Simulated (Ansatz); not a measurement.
`[CH3][Y]([CH3])[F]` and `[CH3][Y]([F])[Cl]` differ in one atom or group.

Ansatz, PBE0-D4/def2-TZVP geometries, multiplicity 1. 

Elements past krypton have def2 core potentials.

```json
{"property": "HOMO–LUMO gap (PBE/def2-TZVPP) / eV", "`[CH3][Y]([CH3])[F]`": "2.64"}
{"property": "HOMO energy (PBE0/def2-TZVPP) / eV", "`[CH3][Y]([CH3])[F]`": "-6.52"}
{"property": "HOMO–LUMO gap (PBE0/def2-TZVPP) / eV", "`[CH3][Y]([CH3])[F]`": "4.57"}
{"property": "HOMO energy (PBE/def2-TZVPP) / eV", "`[CH3][Y]([CH3])[F]`": "-5.29"}
{"property": "HOMO energy (ωB97M-V/def2-TZVPP) / eV", "`[CH3][Y]([CH3])[F]`": "-8.77"}
{"property": "size of the dipole moment (B3LYP/def2-TZVPP) / D", "`[CH3][Y]([CH3])[F]`": "3.92"}
```

What does the change do to each property? (An estimate is asked.)

The calculation gave: 
```csv
property,`[CH3][Y]([F])[Cl]`,shift
HOMO–LUMO gap (PBE/def2-TZVPP) / eV,2.81,0.17
HOMO energy (PBE0/def2-TZVPP) / eV,-7.16,-0.64
HOMO–LUMO gap (PBE0/def2-TZVPP) / eV,4.84,0.27
HOMO energy (PBE/def2-TZVPP) / eV,-5.90,-0.61
HOMO energy (ωB97M-V/def2-TZVPP) / eV,-9.42,-0.65
size of the dipole moment (B3LYP/def2-TZVPP) / D,2.47,-1.45
```

With PBE0 the HOMO falls by 0.64 eV and the LUMO falls by 0.38 eV, so the gap widens by about 0.26 eV. PBE moves the HOMO by -0.61 eV and ωB97M-V by -0.65 eV. The zero-point energy changes by -84.3 kJ/mol with -9 modes. Dipoles are sizes alone; their direction can turn.

B3LYP here is the variant with VWN-RPA as its local correlation; programs differ in this.
